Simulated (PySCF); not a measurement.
**Polarisability and C₆ of Ti³⁺ (titanium, charge +3)**

[Ar] 3d1, 2D determinant. All numbers are calculated (PySCF 2.14, the spin-free X2C one-electron Hamiltonian (Gaussian nucleus), in aug-cc-pVDZ-DK (7s6p4d2f, 59 functions)). Coupled (time-dependent) response in atomic units; α is the mean over directions. A double-zeta set is small for polarisabilities.

| method | mean α (bohr³) | α xx, yy, zz | C₆ (like pair) | S(−4) |
| --- | --- | --- | --- | --- |
| B3LYP | 2.068 | 2.179, 2.179, 1.845 | 4.971 | 1.295 |

S(−4) is the Cauchy moment in α(ω) = α(0) + S(−4) ω² + …

α(iu) at B3LYP:

```tsv
u (hartree)	α(iu) (bohr³)
0	2.068
0.0500	2.064
0.100	2.055
0.200	2.019
0.300	1.965
0.500	1.826
0.750	1.629
1.00	1.431
1.50	1.078
2.00	0.8075
3.00	0.4746
5.00	0.2076
```

A single London oscillator, α(iu) = α/(1 + u²/ω²), gives C₆ = (3/4) ω α². Matching the computed C₆ needs ω = 4 × 4.971 / (3 × 2.068²) = 1.55 hartree.

For an ion, C₆ is the dispersion term alone; charge-induced terms of lower order in 1/R come first.

The components differ because the open shell of this determinant is not spherical; for a pure term their mean is the scalar polarisability.
